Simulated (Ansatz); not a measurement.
`C[O][Sc]([F])[F]` + HCl → `[F][Sc]([F])[Cl]` + CH₃OH at 500 K and 1 bar (ligand exchange at the Sc–O bond).

Calculated with Ansatz (gas phase, PBE0-D4/def2-TZVP geometries, no zero-point term in ΔE). CCSD(T)/CBS adds triple-zeta CCSD(T) − MP2 to the extrapolated MP2 energy (def2 sets, frozen cores). This one scheme is used for every species. For Sc outer-core shells are correlated without core-valence functions, which leaves a few kJ/mol of doubt a bond. Scalar relativity is left out up to krypton. Each species was taken in one conformer, which may not be the lowest.

```
           species  CCSD(T)/CBS energy (Eh)  H − E (kJ/mol)  S (J/(mol·K))
`C[O][Sc]([F])[F]`              -1075.01863           162.8          434.8
               HCl               -460.38127            32.5          201.9
`[F][Sc]([F])[Cl]`              -1419.79433            44.9          359.5
             CH₃OH               -115.61712           157.0          265.4
```

H − E and S are ideal-gas, rigid-rotor, harmonic terms from PBE0-D4/def2-TZVP, for one conformer and one mirror image of each species. 1 Eh = 2625.50 kJ/mol, R = 8.31446 J/(mol·K).

By hand: ΔE, ΔH, ΔS and ΔG.

ΔE = (-1419.79433) + (-115.61712) − (-1075.01863) − (-460.38127) = -0.01155 Eh = -30.3 kJ/mol. Δ(H − E) = 44.9 + 157.0 − 162.8 − 32.5 = 6.6, so ΔH = -23.7 kJ/mol. ΔS = 359.5 + 265.4 − 434.8 − 201.9 = -11.8 J/(mol·K). ΔG = -23.7 − 500 × (-11.8)/1000 = -17.8 kJ/mol.

By hand: the equilibrium constant, and the temperature at which ΔG would vanish if ΔH and ΔS stayed fixed.

log₁₀ K = −ΔG/(RT ln 10) = 1.9. ΔG = 0 at ΔH/ΔS = 2008 K, though so small a ΔS makes that figure unsure.

The number of gas molecules stays the same, so ΔS is small and ΔH decides. A doubt of 5 kJ/mol in ΔE shifts log₁₀ K by 0.5 here. Other conformers and mirror images would add mixing entropy, several J/(mol·K) or more a flexible species. Modes under 60 cm⁻¹, often nearly free rotors, make the harmonic entropy too high. These are equilibria of isolated gas molecules and say nothing of rates. Largest T1 diagnostic: 0.016 (customary marks: 0.02 for closed shells, 0.045 for open ones).
